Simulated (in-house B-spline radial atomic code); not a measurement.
# Ionising Cl8+ with different functionals

Computed with an all-electron radial atomic-structure program (B-spline basis): non-relativistic Hamiltonian, point nucleus, spin-polarised at highest spin, spherical fractional occupations for the functionals, and exact exchange of hybrids averaged over the configuration. The ionisation energy is the difference of two self-consistent energies, [He] 2s2 2p5 → [He] 2s2 2p4, without Breit or QED terms; ε is the level of the shell that loses the electron (its least bound occupied spin orbital).

| method | rung | ΔSCF (eV) | -ε(2p) (eV) |
| --- | --- | --- | --- |
| PBE0 | global hybrid | 401.02 | 381.80 |
| B3LYP | global hybrid | 401.36 | 380.66 |
| TPSSh | global hybrid | 401.31 | 377.89 |
| M06-2X | global hybrid | 400.39 | 389.39 |
| BHandHLYP | global hybrid | 400.94 | 388.97 |
| r2SCAN0 | global hybrid | 401.53 | 382.93 |
| B97-1 | global hybrid | 401.16 | 380.78 |
| HSE06 | range-separated hybrid | 401.07 | 381.36 |
| wB97X | range-separated hybrid | 401.07 | 382.94 |
| CAM-B3LYP | range-separated hybrid | 401.24 | 382.56 |
| LC-wPBE | range-separated hybrid | 401.25 | 380.70 |

Among the functionals, which spreads more, the ΔSCF values or the orbital energies?

The orbital energies: ΔSCF values span about 1.14 eV and the orbital energies 11.50 eV; here energy differences depend much less on the functional than eigenvalues do.

How do they compare with the NIST value?

NIST lists 400.85 eV ± 0.012 (measured, ground level to ground level). Errors run from -0.46 to +0.68 eV; BHandHLYP is closest (+0.09 eV), but part of that can be cancellation, since the calculations leave out relativity, Breit-QED terms, multiplet and fine-structure energies.
